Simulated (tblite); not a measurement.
Record of a relaxation.

C₅H₉O₃ (charge -1).
SMILES with atom numbers: `[CH3:1][CH2:2][O:3][C@H:4]([CH3:5])[C:6](=[O:7])[O-:8]` (hydrogens: H9, H10, H11 on C1; H12, H13 on C2; H14 on C4; H15, H16, H17 on C5)
Bond orders are those of one Lewis drawing.

Computed with GFN2-xTB (tblite), gas phase: L-BFGS steps from a force-field or distance-geometry start until the largest atomic force falls under 0.01 eV/Å. 6 of its 256 geometries are shown.

Step 0: E = -753.1190 eV, largest atomic force 7.486 eV/Å
```
atom  x, y, z in Å  |  force x, y, z in eV/Å
C1      2.096    0.146   -0.498    0.657   0.804  -0.962
C2      1.385   -0.628    0.580    0.991  -0.257   1.382
O3      0.110   -1.021    0.262    0.412  -1.348   0.058
C4     -0.712    0.064   -0.004   -0.536   1.461   1.204
C5     -1.887    0.128    0.996    0.050   0.780   0.304
C6     -1.353    0.056   -1.337   -0.366   0.465  -7.463
O7     -2.572   -0.275   -1.427    1.499   0.354   0.347
O8     -0.682    0.405   -2.501   -1.799  -1.230   5.262
H9      1.807   -0.196   -1.522    0.145   0.297   0.921
H10     1.830    1.218   -0.384    0.181  -0.590  -0.468
H11     3.191    0.091   -0.371   -0.373  -0.131  -0.133
H12     1.370    0.032    1.488   -0.075  -0.170  -0.061
H13     1.986   -1.515    0.913   -0.566   0.193  -0.537
H14    -0.110    0.984    0.125   -0.415   0.019  -0.189
H15    -1.562    0.609    1.926    0.001  -0.210   0.094
H16    -2.254   -0.878    1.212   -0.100   0.371  -0.239
H17    -2.650    0.792    0.532    0.294  -0.808   0.479
```

Step 51: E = -754.2591 eV, largest atomic force 0.118 eV/Å
```
atom  x, y, z in Å  |  force x, y, z in eV/Å
C1      2.151    0.170   -0.572   -0.016   0.008   0.018
C2      1.455   -0.468    0.637   -0.036  -0.007  -0.014
O3      0.147   -0.888    0.394   -0.013  -0.047   0.014
C4     -0.810    0.131    0.061    0.031  -0.020   0.016
C5     -1.971    0.054    1.049    0.007  -0.014   0.003
C6     -1.316    0.004   -1.460   -0.040   0.010  -0.028
O7     -2.527    0.189   -1.627    0.118  -0.009   0.002
O8     -0.430   -0.213   -2.294   -0.004  -0.010   0.012
H9      1.686   -0.212   -1.481   -0.035  -0.011   0.049
H10     2.022    1.250   -0.564    0.014   0.023  -0.029
H11     3.216   -0.055   -0.563   -0.009   0.003  -0.032
H12     1.494    0.231    1.499   -0.031  -0.038  -0.021
H13     1.983   -1.387    0.929   -0.016   0.038  -0.021
H14    -0.327    1.116    0.136   -0.018   0.035   0.052
H15    -1.613    0.099    2.081    0.012   0.039  -0.002
H16    -2.508   -0.880    0.905    0.037  -0.007  -0.016
H17    -2.658    0.873    0.860   -0.001   0.006  -0.002
```

Step 102: E = -754.3014 eV, largest atomic force 0.022 eV/Å
```
atom  x, y, z in Å  |  force x, y, z in eV/Å
C1      2.094    0.158   -0.637   -0.008  -0.008  -0.001
C2      1.486   -0.439    0.639   -0.008   0.004   0.006
O3      0.166   -0.873    0.506   -0.011  -0.004   0.009
C4     -0.791    0.132    0.143   -0.007   0.008   0.009
C5     -2.023   -0.042    1.027   -0.007   0.005   0.004
C6     -1.205    0.107   -1.410    0.020   0.004   0.007
O7     -2.234    0.745   -1.662    0.001  -0.003   0.007
O8     -0.445   -0.492   -2.179    0.000   0.013   0.011
H9      1.483   -0.178   -1.477    0.011  -0.019  -0.001
H10     2.072    1.246   -0.613   -0.010  -0.012  -0.013
H11     3.124   -0.168   -0.769   -0.014   0.004  -0.007
H12     1.563    0.292    1.470    0.013   0.011   0.013
H13     2.037   -1.340    0.935    0.005   0.007  -0.014
H14    -0.359    1.129    0.325   -0.004   0.005   0.001
H15    -1.827    0.267    2.057   -0.002  -0.016   0.001
H16    -2.319   -1.089    1.025    0.009   0.006  -0.017
H17    -2.829    0.558    0.611    0.010  -0.007  -0.016
```

Step 153: E = -754.3619 eV, largest atomic force 0.056 eV/Å
```
atom  x, y, z in Å  |  force x, y, z in eV/Å
C1      2.060   -0.150   -0.831   -0.015   0.012   0.003
C2      1.521   -0.157    0.599   -0.003   0.010   0.005
O3      0.231   -0.673    0.736    0.020   0.000   0.019
C4     -0.823    0.234    0.388    0.007   0.001   0.023
C5     -2.116   -0.375    0.918    0.014  -0.003  -0.002
C6     -1.022    0.548   -1.169    0.002  -0.008  -0.004
O7     -1.315    1.731   -1.393    0.016   0.013  -0.001
O8     -0.897   -0.393   -1.958   -0.030  -0.016   0.027
H9      2.065   -1.162   -1.227    0.004   0.008  -0.004
H10     1.413    0.453   -1.459   -0.005  -0.003  -0.020
H11     3.070    0.260   -0.849    0.024  -0.017   0.008
H12     1.564    0.872    1.002   -0.020  -0.002   0.005
H13     2.154   -0.796    1.232    0.019  -0.010  -0.009
H14    -0.629    1.200    0.891   -0.024   0.007  -0.002
H15    -2.074   -0.526    2.001    0.009   0.020  -0.049
H16    -2.265   -1.340    0.437   -0.027   0.041  -0.018
H17    -2.945    0.287    0.673    0.011  -0.052   0.017
```

Step 204: E = -754.4006 eV, largest atomic force 0.055 eV/Å
```
atom  x, y, z in Å  |  force x, y, z in eV/Å
C1      2.021   -0.279   -0.849   -0.009   0.007  -0.008
C2      1.492    0.161    0.516    0.008   0.010   0.009
O3      0.290   -0.466    0.882   -0.008  -0.003  -0.004
C4     -0.898    0.254    0.517   -0.005   0.005  -0.010
C5     -2.078   -0.642    0.851   -0.013   0.006  -0.003
C6     -0.937    0.693   -1.023    0.003  -0.026   0.011
O7     -0.513    1.838   -1.237   -0.008   0.054  -0.003
O8     -1.384   -0.138   -1.820    0.005  -0.007  -0.010
H9      2.125   -1.362   -0.879    0.003   0.006   0.006
H10     1.321    0.026   -1.621    0.011  -0.015   0.010
H11     2.988    0.186   -1.038   -0.008  -0.013   0.000
H12     1.365    1.252    0.520    0.001  -0.006  -0.016
H13     2.220   -0.113    1.296   -0.001   0.000   0.003
H14    -0.928    1.183    1.117    0.006  -0.002   0.011
H15    -1.963   -1.083    1.842    0.003   0.002   0.001
H16    -2.126   -1.432    0.105    0.003  -0.010  -0.010
H17    -3.000   -0.067    0.808    0.008  -0.005   0.013
```

Step 255: E = -754.4150 eV, largest atomic force 0.010 eV/Å
```
atom  x, y, z in Å  |  force x, y, z in eV/Å
C1      1.959   -0.540   -0.845   -0.003   0.006   0.001
C2      1.503    0.175    0.427   -0.004  -0.004   0.001
O3      0.315   -0.371    0.947   -0.002  -0.002   0.002
C4     -0.886    0.340    0.608    0.000  -0.002  -0.001
C5     -2.040   -0.639    0.758   -0.002  -0.008   0.002
C6     -0.903    0.966   -0.864   -0.004   0.008  -0.004
O7     -0.880    2.204   -0.893    0.000  -0.009   0.003
O8     -0.949    0.160   -1.801    0.000   0.000   0.000
H9      2.149   -1.591   -0.635    0.001  -0.001   0.000
H10     1.165   -0.467   -1.585    0.002  -0.002  -0.003
H11     2.866   -0.079   -1.234    0.000   0.000   0.000
H12     1.374    1.244    0.223    0.004   0.003  -0.004
H13     2.266    0.061    1.214    0.004  -0.001   0.004
H14    -0.995    1.180    1.319    0.000   0.002  -0.001
H15    -1.970   -1.177    1.705    0.001   0.001  -0.001
H16    -1.994   -1.351   -0.064    0.005   0.004   0.000
H17    -2.986   -0.104    0.711   -0.002   0.004   0.001
```

Task: Summarise the path.

Result: The energy falls by 29.89 kcal/mol from step 0 to step 255; nine tenths of that is first reached at step 77. It rises by more than 0.2 meV at steps 39, 72, 111, 114, 117, 127, 130 and 133 and others. The largest force goes from 7.486 to 0.010 eV/Å. Among the bonds C6–O8 changes most, from 1.388 to 1.237 Å; the atoms move by 1.474 Å rms after alignment.

Task: Follow the three bonds and two angles with the largest change from start to end.

Result: 
| step | E above end (kcal/mol) | largest force (eV/Å) | C6–O8 (Å) | C4–C6 (Å) | O3–C4 (Å) | O7–C6–O8 (°) | C4–C6–O8 (°) |
| --- | --- | --- | --- | --- | --- | --- | --- |
| 0 | 29.89 | 7.486 | 1.388 | 1.479 | 1.387 | 118.1 | 123.0 |
| 11 | 5.01 | 0.164 | 1.238 | 1.614 | 1.442 | 129.6 | 113.7 |
| 22 | 4.48 | 0.077 | 1.236 | 1.614 | 1.437 | 130.1 | 113.7 |
| 33 | 4.29 | 0.116 | 1.237 | 1.608 | 1.436 | 130.1 | 114.0 |
| 44 | 3.77 | 0.075 | 1.235 | 1.611 | 1.437 | 129.6 | 115.1 |
| 55 | 3.47 | 0.098 | 1.235 | 1.610 | 1.437 | 129.6 | 115.4 |
| 67 | 3.27 | 0.088 | 1.237 | 1.604 | 1.432 | 129.2 | 116.0 |
| 78 | 2.93 | 0.096 | 1.237 | 1.608 | 1.435 | 129.0 | 116.6 |
| 89 | 2.77 | 0.067 | 1.237 | 1.606 | 1.434 | 129.1 | 116.6 |
| 100 | 2.63 | 0.031 | 1.236 | 1.607 | 1.434 | 129.4 | 116.8 |
| 111 | 2.60 | 0.739 | 1.241 | 1.604 | 1.431 | 129.9 | 117.4 |
| 122 | 2.08 | 0.074 | 1.234 | 1.605 | 1.434 | 129.6 | 117.8 |
| 133 | 1.74 | 0.438 | 1.234 | 1.596 | 1.432 | 130.0 | 117.2 |
| 144 | 1.44 | 0.072 | 1.234 | 1.601 | 1.433 | 129.8 | 117.7 |
| 155 | 1.20 | 0.067 | 1.234 | 1.602 | 1.434 | 129.6 | 117.2 |
| 166 | 1.07 | 0.042 | 1.235 | 1.601 | 1.435 | 129.6 | 116.6 |
| 177 | 0.73 | 0.278 | 1.238 | 1.596 | 1.435 | 129.7 | 116.2 |
| 188 | 0.42 | 0.036 | 1.236 | 1.603 | 1.436 | 129.3 | 116.3 |
| 200 | 0.34 | 0.031 | 1.235 | 1.600 | 1.437 | 129.4 | 116.4 |
| 211 | 0.30 | 0.051 | 1.235 | 1.602 | 1.437 | 129.2 | 116.4 |
| 222 | 0.11 | 0.051 | 1.236 | 1.603 | 1.439 | 129.3 | 116.5 |
| 233 | 0.04 | 0.059 | 1.237 | 1.600 | 1.437 | 129.4 | 116.2 |
| 244 | 0.01 | 0.015 | 1.237 | 1.600 | 1.437 | 129.3 | 116.3 |
| 255 | 0.00 | 0.010 | 1.237 | 1.600 | 1.436 | 129.3 | 116.3 |

What follows is the cost of the whole relaxation. The run took 5.6 s wall, 4.4 s CPU on an Intel Xeon at 2.50 GHz with one thread, shared host with 64 logical CPUs at a one-minute load of 20.
